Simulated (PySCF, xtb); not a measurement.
OSr, SMILES [O]=[Sr].

GFN2-xTB run with xtb at its own geometry gives an orbital gap of 1.15 eV and a dipole moment of 7.10 D.

Geometry: B3LYP-D3(BJ)/def2-TZVPD. The def2 effective core potentials stand for the cores of Sr; spin–orbit coupling is left out.

Problem. What does PBE/def2-TZVPD in PySCF give? (An estimate is asked for; the answer gives what the named calculation found.)

Solution. gap 1.32 eV (levels -3.64 and -2.33 eV), dipole 7.94 D.
